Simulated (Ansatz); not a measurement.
Ansatz (a first-principles code) input for H₄N₂O₂W, SMILES [O]=[W]([NH2])([NH2])=[O], multiplicity 1, r2SCAN-D4/def2-SVP. 

Ansatz 0.2 input:
```yaml
crystal:
  periodic: [false, false, false]
  atoms:
    - {symbol: W, position_ang: [-0.00000000, -0.00000000, 0.07368141]}
    - {symbol: O, position_ang: [-0.00000001, -1.45002649, 0.94224408]}
    - {symbol: O, position_ang: [-0.00000001, 1.45002651, 0.94224406]}
    - {symbol: N, position_ang: [1.62841539, -0.00000001, -1.09113379]}
    - {symbol: H, position_ang: [2.20141996, -0.82193464, -1.31311407]}
    - {symbol: H, position_ang: [2.20141996, 0.82193461, -1.31311409]}
    - {symbol: N, position_ang: [-1.62841537, -0.00000000, -1.09113381]}
    - {symbol: H, position_ang: [-2.20141995, -0.82193463, -1.31311410]}
    - {symbol: H, position_ang: [-2.20141995, 0.82193461, -1.31311411]}
basis:
  gaussian:
    orbitals: def2-SVP
hamiltonian:
  xc: r2scan
  dispersion: d4
relax: {f_tol: 0.002, max_steps: 200}
```

Output:

```
WARN ansatz: RAYON_NUM_THREADS=1 ignored (pool sized by the plan → 1); use --threads N
Functional definition: r2SCAN
integrals: 0.06 GiB planned
1169 factors; their error is unknown
mean field: 0.33 GiB planned
mean field evaluation 1: about -8937.3833 eV, gradient 1.1e2 eV
mean field evaluation 2: about -8766.9257 eV, gradient 2.9e2 eV
mean field evaluation 4: about -8960.1242 eV, gradient 2.5e1 eV
mean field evaluation 8: about -8961.4296 eV, gradient 7.6e-2 eV
mean field evaluation 16: about -8961.3756 eV, gradient 1.5e-4 eV
mean field -8961.37558700 eV, -329.3244785836 hartree, gradient 4.4e-6 eV, S^2 0.000000; 0 other end points of the search recorded, 0 dependent functions left out
the calculation of the forces begins
reference -8961.37561093 eV, -329.3244794631 hartree; 24, 24 occupied and 84, 84 virtual orbitals, 1169 factors
relax step   1: F+E_penalty+E_count = -8961.42366769 eV  Δ(F+E_penalty+E_count) = +0.000e0 eV  max|allowed force component| = 4.628e0 eV/Å  Δτ_max = 0.0000 Å  (33 SCF iters, accepted)
these checks for a lower state are left out or cut short: starts, cluster_reference, orbital_swaps, neighbouring_geometries, increment
integrals: 0.06 GiB planned
1169 factors; their error is unknown
mean field: 0.33 GiB planned
mean field -8961.56427348 eV, -329.3314126838 hartree, gradient 1.6e-5 eV, S^2 0.000000; 0 other end points of the search recorded, 0 dependent functions left out
the calculation of the forces begins
reference -8961.56429775 eV, -329.3314135760 hartree; 24, 24 occupied and 84, 84 virtual orbitals, 1169 factors
relax step   2: F+E_penalty+E_count = -8961.61261156 eV  Δ(F+E_penalty+E_count) = -1.889e-1 eV  max|allowed force component| = 6.156e-1 eV/Å  Δτ_max = 0.0770 Å  (37 SCF iters, accepted)
these checks for a lower state are left out or cut short: starts, cluster_reference, orbital_swaps, neighbouring_geometries, increment
integrals: 0.06 GiB planned
1169 factors; their error is unknown
mean field: 0.33 GiB planned
mean field evaluation 32: about -8961.5745 eV, gradient 2.4e-1 eV
mean field -8961.57476347 eV, -329.3317981842 hartree, gradient 9.0e-6 eV, S^2 0.000000; 0 other end points of the search recorded, 0 dependent functions left out
the calculation of the forces begins
reference -8961.57478784 eV, -329.3317990797 hartree; 24, 24 occupied and 84, 84 virtual orbitals, 1169 factors
relax step   3: F+E_penalty+E_count = -8961.62308587 eV  Δ(F+E_penalty+E_count) = -1.047e-2 eV  max|allowed force component| = 2.280e-1 eV/Å  Δτ_max = 0.0474 Å  (33 SCF iters, accepted)
these checks for a lower state are left out or cut short: starts, cluster_reference, orbital_swaps, neighbouring_geometries, increment
integrals: 0.06 GiB planned
1169 factors; their error is unknown
mean field: 0.33 GiB planned
mean field -8961.57365916 eV, -329.3317576015 hartree, gradient 6.5e-6 eV, S^2 0.000000; 0 other end points of the search recorded, 0 dependent functions left out
the calculation of the forces begins
reference -8961.57368353 eV, -329.3317584969 hartree; 24, 24 occupied and 84, 84 virtual orbitals, 1169 factors
relax step   4: F+E_penalty+E_count = -8961.62194985 eV  Δ(F+E_penalty+E_count) = +1.136e-3 eV  max|allowed force component| = 3.217e-1 eV/Å  Δτ_max = 0.0242 Å  (34 SCF iters, rejected (line search))
these checks for a lower state are left out or cut short: starts, cluster_reference, orbital_swaps, neighbouring_geometries, increment
integrals: 0.06 GiB planned
1169 factors; their error is unknown
mean field: 0.33 GiB planned
mean field -8961.57723600 eV, -329.3318890478 hartree, gradient 1.6e-5 eV, S^2 0.000000; 0 other end points of the search recorded, 0 dependent functions left out
the calculation of the forces begins
reference -8961.57726041 eV, -329.3318899450 hartree; 24, 24 occupied and 84, 84 virtual orbitals, 1169 factors
relax step   5: F+E_penalty+E_count = -8961.62560801 eV  Δ(F+E_penalty+E_count) = -2.522e-3 eV  max|allowed force component| = 6.635e-2 eV/Å  Δτ_max = 0.0121 Å  (34 SCF iters, accepted)
these checks for a lower state are left out or cut short: starts, cluster_reference, orbital_swaps, neighbouring_geometries, increment
integrals: 0.06 GiB planned
1169 factors; their error is unknown
mean field: 0.33 GiB planned
mean field -8961.57751256 eV, -329.3318992111 hartree, gradient 1.8e-5 eV, S^2 0.000000; 0 other end points of the search recorded, 0 dependent functions left out
the calculation of the forces begins
reference -8961.57753698 eV, -329.3319001085 hartree; 24, 24 occupied and 84, 84 virtual orbitals, 1169 factors
relax step   6: F+E_penalty+E_count = -8961.62587954 eV  Δ(F+E_penalty+E_count) = -2.715e-4 eV  max|allowed force component| = 3.436e-2 eV/Å  Δτ_max = 0.0059 Å  (34 SCF iters, accepted)
these checks for a lower state are left out or cut short: starts, cluster_reference, orbital_swaps, neighbouring_geometries, increment
integrals: 0.06 GiB planned
1169 factors; their error is unknown
mean field: 0.33 GiB planned
mean field evaluation 64: about -8961.5775 eV, gradient 2.1e-1 eV
mean field -8961.57752498 eV, -329.3318996677 hartree, gradient 1.8e-5 eV, S^2 0.000000; 0 other end points of the search recorded, 0 dependent functions left out
the calculation of the forces begins
reference -8961.57754940 eV, -329.3319005650 hartree; 24, 24 occupied and 84, 84 virtual orbitals, 1169 factors
relax step   7: F+E_penalty+E_count = -8961.62589438 eV  Δ(F+E_penalty+E_count) = -1.484e-5 eV  max|allowed force component| = 3.312e-4 eV/Å  Δτ_max = 0.0010 Å  (36 SCF iters, accepted)
integrals: 0.06 GiB planned
1169 factors; their error is unknown
mean field: 0.33 GiB planned
mean field -8961.57752498 eV, -329.3318996677 hartree, gradient 2.0e-5 eV, S^2 0.000000; 1 other end points of the search recorded, 0 dependent functions left out
the calculation of the forces begins
reference -8961.57754940 eV, -329.3319005650 hartree; 24, 24 occupied and 84, 84 virtual orbitals, 1169 factors
Total energy: -8961.62591880 eV, -329.3336781075 hartree
Atom 0 at     0.000000     0.000000     0.036828 Å, force     0.000000     0.000000     0.000135 eV/Å
Atom 1 at    -0.000024    -1.445367     0.976197 Å, force     0.000068     0.000097    -0.000217 eV/Å
Atom 2 at     0.000024     1.445367     0.976197 Å, force    -0.000068    -0.000097    -0.000217 eV/Å
Atom 3 at     1.620788     0.000004    -1.053618 Å, force     0.000200    -0.000049     0.000094 eV/Å
Atom 4 at     2.122879    -0.837792    -1.339637 Å, force    -0.000071     0.000320     0.000013 eV/Å
Atom 5 at     2.122875     0.837804    -1.339633 Å, force    -0.000078    -0.000331     0.000042 eV/Å
Atom 6 at    -1.620787    -0.000004    -1.053618 Å, force    -0.000200     0.000049     0.000094 eV/Å
Atom 7 at    -2.122875    -0.837804    -1.339632 Å, force     0.000078     0.000331     0.000042 eV/Å
Atom 8 at    -2.122879     0.837792    -1.339637 Å, force     0.000071    -0.000320     0.000013 eV/Å
Dipole moment:    -0.000000    -0.000000    -0.975588 e Å
```

Self-consistency was reached.
